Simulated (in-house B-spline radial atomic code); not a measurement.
A run on neutral germanium that did not converge. Method: non-relativistic RPBE, spin-polarised, spherical fractional occupations, point nucleus; computed with a B-spline radial code for spherical atoms.

Command:
```bash
python run_scf.py task.json out
```
Settings:
```
Z                32
configuration    [Ar] 3d10 4s1.875 4p2 4f0.125
hamiltonian      nr
method           rpbe,pbe
spin_polarised   True
```

First and last ten iterations of the last attempt (damped for 15 steps, keeping 80 % of the old Fock matrix, then DIIS):
```
 iter        energy (Eh)    residual
    1       -2076.100763    4.14e-01
    2       -2076.425981    1.34e-01
    3       -2076.717937    6.86e-02
    4       -2076.798921    4.46e-02
    5       -2076.820436    3.13e-02
    6       -2076.826372    2.25e-02
    7       -2076.828231    1.65e-02
    8       -2076.828938    1.23e-02
    9       -2076.829263    9.23e-03
   10       -2076.829434    6.96e-03
  111       -2076.829732    5.82e-06
  112       -2076.829732    1.92e-05
  113       -2076.829733    1.01e-05
  114       -2076.829732    1.90e-05
  115       -2076.829732    2.09e-05
  116       -2076.829730    2.82e-05
  117       -2076.829732    1.60e-05
  118       -2076.829731    2.34e-05
  119       -2076.829733    1.47e-05
  120       -2076.829735    5.55e-06
 not converged after 120 iterations
```

The smallest residual met was 5.6e-06; the threshold is about 3e-07. Over the last five steps the energy moves by less than 9e-06 hartree, but the orbitals didn't meet the threshold. Run time, properties included: 4.4 s on 1 thread of Intel(R) Xeon(R) Platinum 8259CL CPU @ 2.50GHz (shared host).
